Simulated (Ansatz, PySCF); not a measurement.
Conformers of C4H10O (SMILES CC(C)CO), B3LYP-D3(BJ)/def2-TZVP minima from an xTB search, which can miss the lowest.
Conformer 1 (charge 0, multiplicity 1, Z-matrix in Å and degrees):
```
C
H 1 1.0987
C 1 1.5271 2 108.36
H 3 1.0897 1 111.13 2 63.06
H 3 1.0918 4 108.49 1 122.40
H 3 1.0937 4 107.79 5 116.48
C 1 1.5280 2 107.23 3 120.39
H 7 1.0928 1 109.73 2 -177.30
H 7 1.0975 8 107.46 1 119.24
O 7 1.4239 8 105.40 9 117.89
H 10 0.9634 7 108.38 8 -176.82
C 1 1.5285 2 108.00 7 118.56
H 12 1.0913 1 111.00 2 61.46
H 12 1.0922 13 107.91 1 122.64
H 12 1.0935 13 107.57 14 116.10
```

Correlated levels freeze the cores. CBS(a, b) extrapolates the correlation energy as X⁻³ and adds the Hartree–Fock energy of set b. MP2 and its Hartree–Fock in cc-pVTZ are density fitted. Rows in 6-31G* carry no dispersion term and start afresh at each structure (6-31G* with six Cartesian d functions).

Run with Ansatz (Gaussian basis) for Hartree–Fock, density functionals and correlated methods; PySCF for 6-31G* rows. Values without a source in brackets are computed.

Electronic energies of 5 conformers above conformer 1 (kcal/mol):

| level | conformer 1 | conformer 2 | conformer 3 | conformer 4 | conformer 5 |
|---|---|---|---|---|---|
| PBE/def2-TZVPP | 0.00 | 0.23 | 0.07 | 0.42 | 0.80 |
| B3LYP/6-31G* | 0.00 | 0.53 | 0.28 | 0.41 | 0.87 |
| wB97M-V/def2-TZVPP | 0.00 | 0.03 | 0.08 | 0.28 | 0.37 |
| MP2/CBS(cc-pVDZ, cc-pVTZ) + ΔCCSD(T)/cc-pVDZ | 0.00 | 0.03 | 0.12 | 0.26 | 0.30 |

Question: Give Boltzmann populations at 298.15 K for each level, counting each conformer once and leaving out zero-point, thermal and symmetry terms.

Answer: 
Weights exp(−E/RT) with RT = 0.5925 kcal/mol, divided by their sum:
- PBE/def2-TZVPP: 30 %, 20 %, 27 %, 15 %, 8 %
- B3LYP/6-31G*: 36 %, 15 %, 22 %, 18 %, 8 %
- wB97M-V/def2-TZVPP: 25 %, 24 %, 22 %, 16 %, 13 %
- MP2/CBS(cc-pVDZ, cc-pVTZ) + ΔCCSD(T)/cc-pVDZ: 25 %, 24 %, 20 %, 16 %, 15 %
The share of conformer 1 runs from 25 to 36 % over these levels.

Ansatz is a first-principles code.
